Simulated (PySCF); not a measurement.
**Br²⁺: ionisation energy**

Br²⁺ [Ar] 3d10 4s2 4p3 (4S) → Br³⁺ [Ar] 3d10 4s2 4p2 (3P), as a difference of total energies. Computed with PySCF 2.14 in x2c-TZVPall, with scalar relativity by spin-free X2C-1e. Correlated levels: valence: [Ar] 3d10 frozen. The calculations carry no spin-orbit coupling.

```tsv
method	ionisation energy (eV)
UHF	34.651
PBE	35.129
M06-2X	35.064
MP2 (valence)	35.173
SCS-MP2 (valence)	35.018
CCSD (valence)	35.137
CCSD(T) (valence)	35.163
```

**Question.** How much does correlation contribute at CCSD(T) (valence)?

**Answer.** 35.163 − (34.651) = 0.512 eV, measured against UHF.

The reference lies between the lowest fine-structure levels, while these numbers refer to the centres of the terms.

Errors of the correlated levels include the incompleteness of this basis and the frozen core.

For comparison: 34.871 ± 0.019 eV (measured; NIST Atomic Spectra Database, ionization energies).
